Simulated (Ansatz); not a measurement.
**Molecular dynamics of C$_{3}$H$_{11}$FSi$_{2}$**

Input:

```yaml
crystal:
  periodic: [false, false, false]
  atoms:
    - { symbol: C, position_ang: [-1.303052, -1.13481, -0.311852] }
    - { symbol: C, position_ang: [-0.034314, -0.69866, 0.395741] }
    - { symbol: C, position_ang: [0.837546, -1.862626, 0.826957] }
    - { symbol: F, position_ang: [-0.464338, -0.031457, 1.633679] }
    - { symbol: Si, position_ang: [0.949347, 0.687346, -0.562728] }
    - { symbol: Si, position_ang: [-0.227046, 2.712601, -0.360314] }
    - { symbol: H, position_ang: [-1.86692, -1.821113, 0.330618] }
    - { symbol: H, position_ang: [-1.064435, -1.652401, -1.246761] }
    - { symbol: H, position_ang: [-1.945588, -0.280277, -0.543072] }
    - { symbol: H, position_ang: [1.231417, -2.393922, -0.046029] }
    - { symbol: H, position_ang: [1.680428, -1.516962, 1.431154] }
    - { symbol: H, position_ang: [0.249935, -2.569793, 1.424479] }
    - { symbol: H, position_ang: [2.325594, 0.798148, 0.03626] }
    - { symbol: H, position_ang: [1.100323, 0.274788, -2.006499] }
    - { symbol: H, position_ang: [-1.685578, 2.489143, -0.654343] }
    - { symbol: H, position_ang: [0.293806, 3.734562, -1.335873] }
    - { symbol: H, position_ang: [-0.096025, 3.264832, 1.028985] }
basis:
  gaussian: { orbitals: "6-31G" }
hamiltonian:
  xc: pbe0
md:
  timestep: 0.5
  n_steps: 89
  ensemble: nve_milne
  temperature: 500.0
  initial_velocities: maxwell_boltzmann
  seed: 258435
scf:
  lower_state_search: "off"
```

Command:

```bash
$ ansatz run input.yaml --threads 1 --pin off --max-ram 2048MiB --backend cpu --events-out ev --progress --plain --runs-dir out
```

It starts from a relaxed structure.

Output, in part (one step line in 3, the closing report, with atoms numbered from 0):

```
md step     0: t =     0.00 fs  T =   500.0 K  F+E_penalty+E_count = -21745.36849128 eV  E_kin = 0.969450 eV  conserved = -21744.39904128 eV  (14 SCF iters)
md step     3: t =     1.50 fs  T =   405.2 K  F+E_penalty+E_count = -21745.18483942 eV  E_kin = 0.785605 eV  conserved = -21744.39923423 eV  (18 SCF iters)
md step     6: t =     3.00 fs  T =   296.0 K  F+E_penalty+E_count = -21744.97297684 eV  E_kin = 0.573834 eV  conserved = -21744.39914286 eV  (18 SCF iters)
md step     9: t =     4.50 fs  T =   288.6 K  F+E_penalty+E_count = -21744.95867097 eV  E_kin = 0.559639 eV  conserved = -21744.39903222 eV  (18 SCF iters)
md step    12: t =     6.00 fs  T =   252.2 K  F+E_penalty+E_count = -21744.88794058 eV  E_kin = 0.488915 eV  conserved = -21744.39902508 eV  (18 SCF iters)
md step    15: t =     7.50 fs  T =   142.0 K  F+E_penalty+E_count = -21744.67440293 eV  E_kin = 0.275285 eV  conserved = -21744.39911744 eV  (19 SCF iters)
md step    18: t =     9.00 fs  T =   133.9 K  F+E_penalty+E_count = -21744.65881506 eV  E_kin = 0.259595 eV  conserved = -21744.39922025 eV  (19 SCF iters)
md step    21: t =    10.50 fs  T =   230.8 K  F+E_penalty+E_count = -21744.84678903 eV  E_kin = 0.447560 eV  conserved = -21744.39922877 eV  (18 SCF iters)
md step    24: t =    12.00 fs  T =   219.2 K  F+E_penalty+E_count = -21744.82429111 eV  E_kin = 0.425069 eV  conserved = -21744.39922208 eV  (18 SCF iters)
md step    27: t =    13.50 fs  T =   195.2 K  F+E_penalty+E_count = -21744.77763724 eV  E_kin = 0.378490 eV  conserved = -21744.39914772 eV  (19 SCF iters)
md step    30: t =    15.00 fs  T =   285.2 K  F+E_penalty+E_count = -21744.95198485 eV  E_kin = 0.552955 eV  conserved = -21744.39902972 eV  (18 SCF iters)
md step    33: t =    16.50 fs  T =   353.9 K  F+E_penalty+E_count = -21745.08523043 eV  E_kin = 0.686217 eV  conserved = -21744.39901373 eV  (18 SCF iters)
md step    36: t =    18.00 fs  T =   308.0 K  F+E_penalty+E_count = -21744.99627447 eV  E_kin = 0.597180 eV  conserved = -21744.39909466 eV  (18 SCF iters)
md step    39: t =    19.50 fs  T =   278.1 K  F+E_penalty+E_count = -21744.93838107 eV  E_kin = 0.539165 eV  conserved = -21744.39921634 eV  (18 SCF iters)
md step    42: t =    21.00 fs  T =   353.8 K  F+E_penalty+E_count = -21745.08516623 eV  E_kin = 0.685922 eV  conserved = -21744.39924389 eV  (18 SCF iters)
md step    45: t =    22.50 fs  T =   319.9 K  F+E_penalty+E_count = -21745.01950769 eV  E_kin = 0.620275 eV  conserved = -21744.39923251 eV  (18 SCF iters)
md step    48: t =    24.00 fs  T =   197.5 K  F+E_penalty+E_count = -21744.78216424 eV  E_kin = 0.382983 eV  conserved = -21744.39918152 eV  (18 SCF iters)
md step    51: t =    25.50 fs  T =   174.9 K  F+E_penalty+E_count = -21744.73810534 eV  E_kin = 0.339032 eV  conserved = -21744.39907331 eV  (18 SCF iters)
md step    54: t =    27.00 fs  T =   203.9 K  F+E_penalty+E_count = -21744.79430836 eV  E_kin = 0.395269 eV  conserved = -21744.39903946 eV  (18 SCF iters)
md step    57: t =    28.50 fs  T =   183.3 K  F+E_penalty+E_count = -21744.75448076 eV  E_kin = 0.355391 eV  conserved = -21744.39908941 eV  (18 SCF iters)
md step    60: t =    30.00 fs  T =   162.3 K  F+E_penalty+E_count = -21744.71378164 eV  E_kin = 0.314588 eV  conserved = -21744.39919372 eV  (18 SCF iters)
md step    63: t =    31.50 fs  T =   259.1 K  F+E_penalty+E_count = -21744.90163100 eV  E_kin = 0.502394 eV  conserved = -21744.39923739 eV  (18 SCF iters)
md step    66: t =    33.00 fs  T =   311.7 K  F+E_penalty+E_count = -21745.00359943 eV  E_kin = 0.604379 eV  conserved = -21744.39922062 eV  (18 SCF iters)
md step    69: t =    34.50 fs  T =   252.2 K  F+E_penalty+E_count = -21744.88827569 eV  E_kin = 0.489083 eV  conserved = -21744.39919242 eV  (18 SCF iters)
md step    72: t =    36.00 fs  T =   256.2 K  F+E_penalty+E_count = -21744.89581057 eV  E_kin = 0.496714 eV  conserved = -21744.39909615 eV  (18 SCF iters)
md step    75: t =    37.50 fs  T =   301.3 K  F+E_penalty+E_count = -21744.98314449 eV  E_kin = 0.584100 eV  conserved = -21744.39904469 eV  (18 SCF iters)
md step    78: t =    39.00 fs  T =   276.3 K  F+E_penalty+E_count = -21744.93487492 eV  E_kin = 0.535801 eV  conserved = -21744.39907407 eV  (18 SCF iters)
md step    81: t =    40.50 fs  T =   194.3 K  F+E_penalty+E_count = -21744.77585479 eV  E_kin = 0.376691 eV  conserved = -21744.39916386 eV  (18 SCF iters)
md step    84: t =    42.00 fs  T =   214.5 K  F+E_penalty+E_count = -21744.81502876 eV  E_kin = 0.415800 eV  conserved = -21744.39922887 eV  (18 SCF iters)
md step    87: t =    43.50 fs  T =   276.2 K  F+E_penalty+E_count = -21744.93472304 eV  E_kin = 0.535513 eV  conserved = -21744.39921001 eV  (18 SCF iters)
md step    89: t =    44.50 fs  T =   249.0 K  F+E_penalty+E_count = -21744.88203466 eV  E_kin = 0.482874 eV  conserved = -21744.39916022 eV  (18 SCF iters)
Total energy: -21744.88206341 eV, -799.1096766199 hartree
Atom 0 at    -1.323048    -1.176107    -0.286331 Å, force    -0.290933     0.859579    -0.573104 eV/Å
Atom 1 at    -0.010233    -0.778742     0.382537 Å, force    -0.282133     0.995079     0.558071 eV/Å
Atom 2 at     0.830420    -1.966160     0.783123 Å, force    -0.959950     0.921066     2.045966 eV/Å
Atom 3 at    -0.413792    -0.077508     1.698643 Å, force     0.353402    -0.732581    -1.151783 eV/Å
Atom 4 at     0.923813     0.732069    -0.510665 Å, force     0.408240    -0.373232     0.460976 eV/Å
Atom 5 at    -0.222095     2.797081    -0.445526 Å, force    -0.400310    -0.416816     0.567260 eV/Å
Atom 6 at    -1.901864    -1.959368     0.244612 Å, force     0.476383     0.312155    -0.049833 eV/Å
Atom 7 at    -1.146152    -1.513145    -1.345063 Å, force    -0.124185     0.266952     0.891605 eV/Å
Atom 8 at    -1.937150    -0.241158    -0.309784 Å, force     0.098849    -0.826098    -0.178049 eV/Å
Atom 9 at     0.816341    -2.701788     0.043805 Å, force     0.054616    -1.344709    -1.529312 eV/Å
Atom 10 at     1.853818    -1.752790     1.062056 Å, force     0.240845     0.246362     0.155005 eV/Å
Atom 11 at     0.279222    -2.372656     1.666718 Å, force     0.596486     0.004509    -0.390076 eV/Å
Atom 12 at     2.274049     0.918124     0.163950 Å, force    -0.246964    -0.101305     0.053521 eV/Å
Atom 13 at     1.302686     0.321105    -1.909490 Å, force    -0.176244     0.022630    -0.172854 eV/Å
Atom 14 at    -1.611531     2.522098    -0.944919 Å, force     0.033787     0.212647    -0.713737 eV/Å
Atom 15 at     0.628433     3.857036    -1.120227 Å, force    -0.410968    -0.108616     0.008823 eV/Å
Atom 16 at    -0.677835     3.197628     0.941992 Å, force     0.629080     0.062378     0.017522 eV/Å
Dipole moment:     0.042594    -0.282271    -0.376449 e Å
```

The run went to its last step. The conserved energy stayed within 0.032 meV per atom of its start (net change -0.007 meV per atom), so the integration is sound. A run of 0.044 ps of so small a system gives no equilibrium averages. Limits of this set-up: no polarisation functions.

The same pairs are bonded in the first frame and the last. Pairs count as bonded within 1.25 times the sum of covalent radii (0.12 Å more for H–H).

Last frame:

```xyz
17
Properties=species:S:1:pos:R:3
C -1.323 -1.176 -0.286
C -0.010 -0.779 0.383
C 0.830 -1.966 0.783
F -0.414 -0.077 1.699
Si 0.924 0.732 -0.511
Si -0.222 2.797 -0.446
H -1.902 -1.959 0.245
H -1.146 -1.513 -1.345
H -1.937 -0.241 -0.310
H 0.816 -2.702 0.044
H 1.854 -1.753 1.062
H 0.279 -2.373 1.667
H 2.274 0.918 0.164
H 1.303 0.321 -1.909
H -1.611 2.522 -0.945
H 0.628 3.857 -1.120
H -0.678 3.198 0.942
```

Run time: 6.8 min on 1 CPU thread of a shared host.
